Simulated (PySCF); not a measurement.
AsGeH6P.
Bonds: P1–Ge2, Ge2–As3. Hydrogens: H4, H5 on P1; H6, H7 on Ge2; H8, H9 on As3.

The calculation used EOM-IP-CCSD/aug-cc-pVDZ in PySCF, restricted Hartree–Fock reference, 23 core orbitals frozen, non-relativistic, gas phase, PBE0-D3(BJ)/def2-SVP geometry.

Hartree–Fock orbital energies give these Koopmans values (eV): HOMO 9.16, HOMO-1 11.14, HOMO-2 11.37, HOMO-3 12.31, HOMO-4 12.61, HOMO-5 13.66, HOMO-6 14.56, HOMO-7 18.57.

**Question.** What vertical ionisation energies does EOM-IP-CCSD give?

**Answer.** 
| leading hole (HF orbital) | Koopmans (eV) | EOM-IP-CCSD (eV) | change (eV) | one-hole share |
| --- | --- | --- | --- | --- |
| HOMO | 9.16 | 8.81 | -0.35 | 0.95 |
| HOMO-1 | 11.14 | 10.58 | -0.56 | 0.94 |
| HOMO-2 | 11.37 | 10.76 | -0.61 | 0.95 |
| HOMO-3 | 12.31 | 11.62 | -0.69 | 0.94 |
| HOMO-4 | 12.61 | 11.75 | -0.86 | 0.94 |
| HOMO-5 | 13.66 | 12.84 | -0.82 | 0.94 |
| HOMO-6 | 14.56 | 13.62 | -0.94 | 0.93 |
| HOMO-7 | 18.57 | 16.60 | -1.97 | 0.71 |

**Question.** Does the order of the lines follow the orbital energies?

**Answer.** Yes, no two lines change places. The corrections run from -1.97 to -0.35 eV, with a mean of -0.85 eV over the 8 lines; no line lies above its Koopmans value.

**Question.** At what kinetic energies would He II light (40.81 eV) eject these electrons?

**Answer.** 32.00 eV (HOMO), 30.23 eV (HOMO-1), 30.05 eV (HOMO-2), 29.19 eV (HOMO-3), 29.06 eV (HOMO-4), 27.97 eV (HOMO-5), 27.19 eV (HOMO-6), 24.21 eV (HOMO-7).

**Question.** What total energy has the lowest final state, and which wavelength reaches it?

**Answer.** E(CCSD) + ionisation energy = -4654.20920 + 0.32377 = -4653.88543 Eh, at the geometry of the initial state. The threshold wavelength is 1239.84 eV nm/8.81 eV = 140.7 nm.

Lines less than 0.15 eV apart could change places at a higher level. One root was sought for each valence orbital with −ε under 21 eV, eight at most, so deeper holes and satellites are missing; no vibrational structure.

Time: 7.3 min of wall time; peak memory 2.5 GiB. Hardware: Arm Neoverse V1, one thread (shared host).

The values belong to the conformer `[PH2:1][GeH2:2][AsH2:3]`: H–P1–Ge2–As3 48°, H–P1–Ge2–As3 -46°, H–As3–Ge2–P1 -50°, H–As3–Ge2–P1 43°.
